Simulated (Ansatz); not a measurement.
Calculated with Ansatz (gas phase, PBE0-D4/def2-TZVP geometries, no zero-point term in ΔE). CBS: MP2 limit from def2 TZ/QZ plus the TZ coupled-cluster correction, frozen cores. This one scheme is used for every species, atoms too. For atomizations the MP2-based limit and the directly extrapolated one differ by several kJ/mol either way, and by 10 to 25 for some Ge, Se and Sn compounds, so smaller differences from it don't rank the levels. No spin–orbit coupling; open shells (•) take unrestricted orbitals. Spin–orbit coupling would lower the free atoms: a little for B, C, O, Si. Each species was taken in one conformer, which may not be the lowest.

Consider the atomization: `CNB[SiH2]O` → B• + C• + 8 H• + N• + O• + Si•.

```tsv
species	CCSD(T)/CBS(def2) energy (Eh)
`CNB[SiH2]O`	-486.68374
B•	-24.60433
C•	-37.79194
H•	-0.50000
N•	-54.53257
O•	-75.00631
Si•	-288.94402
```

Work out ΔE.

ΔE = 8 × (-0.50000) + (-24.60433) + (-37.79194) + (-54.53257) + (-75.00631) + (-288.94402) − (-486.68374) = 1.80457 Eh = +4737.9 kJ/mol.

Largest T1 diagnostic among the species: 0.014.

From r2SCAN to r2SCAN0 (25 % exact exchange), in def2-TZVPP and without D4, ΔE moves by −65.2 kJ/mol: exact exchange takes away binding that semilocal exchange gives to molecules. The D4 term adds +35.6 kJ/mol with B3LYP and +18.8 kJ/mol with PBE0; it sums over pairs of atoms, weighted by their polarisabilities, and B3LYP, whose exchange is more repulsive, gets the larger term.

B3LYP here is the variant with VWN-RPA as its local correlation; programs differ in this.
